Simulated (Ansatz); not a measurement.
`C[Se][InH2]` + H₂ → `C[SeH]` + `[InH3]`  (hydrogenolysis of the Se–In bond)

Gas-phase electronic energies from Ansatz, PBE0-D4/def2-TZVP geometries. CCSD(T)/CBS adds triple-zeta CCSD(T) − MP2 to the extrapolated MP2 energy (def2 sets, frozen cores). This one scheme is used for every species. DFT in def2-TZVPP. Elements past krypton have def2 core potentials. For In, Se outer-core shells are correlated without core-valence functions, which leaves a few kJ/mol of doubt a bond. Scalar relativity is left out up to krypton.

Task: Is it downhill or uphill in electronic energy at CCSD(T)/CBS, and by how much? (Best estimate.)

Result: The calculation gave: Uphill: ΔE = +1.10 eV.

Task: What do these levels give: LDA (SPW92), r2SCAN-D4, r2SCANh-D4, HF/def2-SVP, MP2/def2-SVP, HF/def2-QZVPP? (Best estimate.)

Result: Ansatz gave: LDA (SPW92) 1.00, r2SCAN-D4 1.06, r2SCANh-D4 1.05, HF/def2-SVP 0.70, MP2/def2-SVP 0.99, HF/def2-QZVPP 0.78 eV.

Largest T1 diagnostic among the species: 0.014.

From r2SCAN to r2SCAN0 (25 % exact exchange), in def2-TZVPP and without D4, ΔE moves by −0.04 eV. In def2-TZVPP, CCSD(T) changes the Hartree–Fock value by +0.20 eV (the triples alone add +0.06 eV) and MP2 by +0.33 eV.
